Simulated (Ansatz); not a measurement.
An input meant for Cd(NH2)2 (CdN2H4) (charge 0, singlet).

```yaml
crystal:
  periodic: [false, false, false]
  atoms:
    - {symbol: Cd, position_ang: [0.053801, -0.054564, -0.000117]}
    - {symbol: N, position_ang: [0.296285, 0.001274, 1.993920]}
    - {symbol: H, position_ang: [-0.090292, 0.849666, 2.397214]}
    - {symbol: H, position_ang: [-0.180939, -0.769303, 2.453526]}
    - {symbol: N, position_ang: [-0.006802, -0.297721, -1.993971]}
    - {symbol: H, position_ang: [0.774209, 0.162448, -2.453383]}
    - {symbol: H, position_ang: [-0.846252, 0.108200, -2.397189]}
basis:
  gaussian: {orbitals: STO-3G}
hamiltonian: {xc: {name: TPSS}}
accuracy: high
scf: {omitted_lower_state_checks: [starts]}
```

```sh
$ ansatz run in.yaml --threads 4 --pin off --events-out ev --progress --plain --max-ram 3916MiB
```

Shortened log:

```
Error: YAML parse error: error: line 13 column 19: hamiltonian.xc: no functional is named "TPSS"; the names, which are not case-sensitive, are SVWN5, SPW92, PBE, PBE0, PBEsol, revPBE, revPBE0, RPBE, rPW86-PBE, HSE06, wPBEh, LC-wPBE, HISS, HF, BLYP, B3LYP, B3LYP5, BHLYP, CAM-B3LYP, r2SCAN, r2SCANh, r2SCAN0, r2SCAN50, m-r2SCAN, B97, wB97, wB97X, wB97X-V, B97M-V, wB97M-V, B2PLYP, B2GP-PLYP, PBE0-DH, PBE-QIDH
11 | basis:
12 |   gaussian: {orbitals: STO-3G}
13 | hamiltonian: {xc: {name: TPSS}}
14 | accuracy: high
15 | scf: {omitted_lower_state_checks: [starts]}
```

Question: Something in this input is off. What?

Answer: The method's name isn't one that the program takes here. The program refused the input.
